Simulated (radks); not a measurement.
Question: Species: the holmium ion Ho7+. Configuration: [Kr] 4d10 4f9 5s2 5p3. All-electron calculation, scalar-relativistic Kohn-Sham, BLYP, spin-polarised, spherical densities, finite nucleus; open shells are filled with parallel spins first (spin-orbit coupling, left out, can overturn this in heavy ions); Fermi nuclear charge, rms radius 5.2022 fm. Program: a radial shooting solver on a logarithmic mesh with Libxc functionals. Some entries of the table are withheld. Estimate them.

orbital  occ.  eigenvalue (hartree)  r(max) (bohr)
1s up       1             -2043.418        0.01312
1s down     1             -2043.407        0.01312
2s up       1             -345.1764        0.07462
2s down     1             -345.1687        0.07462
2p up       3             -306.3100        0.06060
2p down     3             -306.2994        0.06060
3s up       1             -80.27426         0.2113
3s down     1             -80.18130         0.2112
3p up       3             -68.39430         0.2077
3p down     3             -68.30045         0.2077
3d up       5             -53.29575         0.1696
3d down     5             -53.22198         0.1695
4s up       1             -19.13653         0.4833
4s down     1             -18.93686         0.4833
4p up       3             -15.21309         0.5047
4p down     3             -15.01617         0.5048
4d up       5              -9.90759         0.5212
4d down     5              -9.71080         0.5213
5s up       1              -5.46983          1.091
5s down     1              -5.26761          1.092
5p up       3              -4.39859          1.207
5p down     0              -4.21147          1.213
4f up       7                   (1)         0.5117
4f down     2                   (2)         0.5125

Answer: 
(1) 4f up eigenvalue (hartree): -4.06851
(2) 4f down eigenvalue (hartree): -3.86461
